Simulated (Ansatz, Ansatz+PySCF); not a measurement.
```yaml
atoms:
  - { symbol: C, position_ang: [0.0000, 0.0000, -1.2322] }
  - { symbol: C, position_ang: [0.0000, 0.0000, 0.0000] }
  - { symbol: C, position_ang: [0.0000, 0.0000, 1.2322] }
```

Basis set: def2-SVP (spherical functions). Left uncorrelated: 3 orbitals. Charge 0, multiplicity 1.

Computed with Ansatz (development build ahead of 0.2.0); each method stands on the lowest determinant of its kind that the runs found. Restricted open shells among the atoms or ions are ROHF, correlated in semicanonical orbitals with singles.

The atomization energy at this shape (free ground-state atoms in the same class of orbitals less the molecule, no zero-point energy) of singlet C3:

```tsv
method	atomization energy
RHF-CCSD(T)	294.89 kcal/mol
UHF-CCSD(T)	294.38 kcal/mol
RHF-MP2	306.85 kcal/mol
UHF-MP2	301.98 kcal/mol
UHF	198.40 kcal/mol
```

Q: What does RHF give?

A: 205.92 kcal/mol. Caution: the shape is not the minimum. Caution for UHF-CCSD(T), UHF-MP2, UHF: the unrestricted determinant is spin contaminated. Caution for UHF-MP2: another reference gives a lower total.
